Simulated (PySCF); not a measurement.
C₆H₉F₂ (doublet state).
Geometry (GFN2-xTB, Å), atoms numbered from 1 in this order:
```xyz
17
C6H9F2 angstrom
C      1.958    1.423   -0.431
C      1.500    0.448    0.332
F      2.202   -0.708    0.437
C      0.188    0.397    1.068
C     -0.786   -0.347    0.216
C     -0.876   -1.822    0.310
C     -1.366    0.350   -0.958
F     -1.695    1.659   -0.663
H      2.890    1.330   -0.960
H      1.410    2.340   -0.532
H      0.331   -0.116    2.020
H     -0.155    1.418    1.243
H     -0.937   -2.137    1.352
H      0.016   -2.303   -0.109
H     -1.742   -2.201   -0.227
H     -2.286   -0.136   -1.303
H     -0.659    0.417   -1.805
```

The hyperfine couplings belong to this conformer and change with its torsions.

Identity: `C=C(C[C](C)CF)F` [radical].

Computed with UKS B3LYP, pcH-1 on C F H, non-relativistic, mean-field spin-orbit, GIAO (PySCF). Isolated species at its GFN2-xTB geometry (one conformer only). A GFN2-xTB geometry isn't a minimum of the functional, and hyperfine couplings can be far from their values at a DFT geometry. No stability test was run, so a lower SCF solution isn't excluded.

**Question.** Predict the first-order ENDOR lines of F8, F3, H16/H17, H13/H14/H15, H11/H12, H10 and H9 under fast tumbling at B = 339.5 mT (X band).

**Answer.** For S = 1/2 in fast tumbling each set of equivalent nuclei gives two lines, ν± = |νn ± a/2| to first order, with νn = g_N μN B/h and μN/h = 7.62259 MHz/T.

```json
{"nuclei": "F8", "isotope": "19F", "g_N": "5.2577", "νn (MHz)": "13.61", "a_iso (MHz)": "81.74", "lower line (MHz)": "27.27", "upper line (MHz)": "54.48"}
{"nuclei": "F3", "isotope": "19F", "g_N": "5.2577", "νn (MHz)": "13.61", "a_iso (MHz)": "2.39", "lower line (MHz)": "12.41", "upper line (MHz)": "14.80"}
{"nuclei": "H16/H17", "isotope": "1H", "g_N": "5.5857", "νn (MHz)": "14.46", "a_iso (MHz)": "74.83", "lower line (MHz)": "22.96", "upper line (MHz)": "51.87"}
{"nuclei": "H13/H14/H15", "isotope": "1H", "g_N": "5.5857", "νn (MHz)": "14.46", "a_iso (MHz)": "72.86", "lower line (MHz)": "21.98", "upper line (MHz)": "50.89"}
{"nuclei": "H11/H12", "isotope": "1H", "g_N": "5.5857", "νn (MHz)": "14.46", "a_iso (MHz)": "30.22", "lower line (MHz)": "0.66", "upper line (MHz)": "29.57"}
{"nuclei": "H10", "isotope": "1H", "g_N": "5.5857", "νn (MHz)": "14.46", "a_iso (MHz)": "-1.01", "lower line (MHz)": "13.95", "upper line (MHz)": "14.96"}
{"nuclei": "H9", "isotope": "1H", "g_N": "5.5857", "νn (MHz)": "14.46", "a_iso (MHz)": "0.76", "lower line (MHz)": "14.07", "upper line (MHz)": "14.84"}
```

**Question.** Which pairs are centred on the nuclear Larmor frequency, and which on half the coupling?

**Answer.** Centred on νn, since |a| < 2νn: F3, H10 and H9. Centred on |a|/2 and split by 2νn: F8, H16/H17, H13/H14/H15 and H11/H12.

Nuclei that the bonding pattern makes equivalent are averaged, as if the motion that swaps them (rotation, inversion, ring flip) were fast. The three 1H nuclei of mean +72.9 MHz run from 15.3 to 139.9 MHz in the frozen geometry. The 1H value of +74.8 MHz is a mean of couplings from 33.3 to 116.4 MHz in this one geometry, not an average over conformers. The 1H value of +30.2 MHz is a mean of couplings from 17.2 to 43.3 MHz in this one geometry, not an average over conformers.

Time: 64 s wall (grids of density and orbitals included); peak memory 1.0 GiB. Hardware: one thread, Arm Neoverse V2 (aarch64), on a shared host.
